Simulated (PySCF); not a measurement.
Isomers of C3H8SeSi, mass 151.956 u with the commonest isotopes. Method used: PySCF, PBE0-D3(BJ)/def2-SVP geometry optimisation, gas phase. One conformer each, none proved a minimum here; rigid rotors.

Task: Order these by rotational constant C, smallest first.
A. `[CH2:1]=[C:2]([CH3:3])[SiH2:4][SeH:5]` with C1–C2–Si4–Se5 5°, C2–Si4–Se5–H 70°
B. `[CH2:1]=[CH:2][CH2:3][Se:4][SiH3:5]` with C1–C2–C3–Se4 111°, C2–C3–Se4–Si5 79°
C. `[SiH3:1][Se:2][CH:3]1[CH2:4][CH2:5]1` with Si1–Se2–C3–C4 -140°

Result: A (941.3 MHz), B (1146 MHz), C (1318 MHz).

Task: Order these by rotational constant B, smallest first.
A. `[SiH3:1][Se:2][CH:3]1[CH2:4][CH2:5]1` with Si1–Se2–C3–C4 -140°
B. `[CH2:1]=[CH:2][CH2:3][Se:4][SiH3:5]` with C1–C2–C3–Se4 111°, C2–C3–Se4–Si5 79°
C. `[CH2:1]=[C:2]([CH3:3])[SiH2:4][SeH:5]` with C1–C2–Si4–Se5 5°, C2–Si4–Se5–H 70°

Result: C (1081 MHz), B (1418 MHz), A (1749 MHz).

Task: Order these by out-of-plane moment Σ m c² = (Ia + Ib − Ic)/2, largest first.
A. `[SiH3:1][Se:2][CH:3]1[CH2:4][CH2:5]1` with Si1–Se2–C3–C4 -140°
B. `[CH2:1]=[CH:2][CH2:3][Se:4][SiH3:5]` with C1–C2–C3–Se4 111°, C2–C3–Se4–Si5 79°
C. `[CH2:1]=[C:2]([CH3:3])[SiH2:4][SeH:5]` with C1–C2–Si4–Se5 5°, C2–Si4–Se5–H 70°

Result: B (20.35 u·Å²), A (13.83 u·Å²), C (6.73 u·Å²).

| SMILES | point group | Ia (u·Å²) | Ib (u·Å²) | Ic (u·Å²) | κ | μa (D) | μb (D) | μc (D) |
| --- | --- | --- | --- | --- | --- | --- | --- | --- |
| C=C(C)[SiH2][SeH] | – | 82.78 | 467.57 | 536.90 | -0.95 | 1.50 | 0.19 | 0.63 |
| [SiH3][Se]C1CC1 | C1 | 122.33 | 288.87 | 383.54 | -0.69 | 0.96 | 1.06 | 0.28 |
| C=CC[Se][SiH3] | C1 | 125.43 | 356.32 | 441.05 | -0.81 | 0.73 | 0.78 | 0.62 |
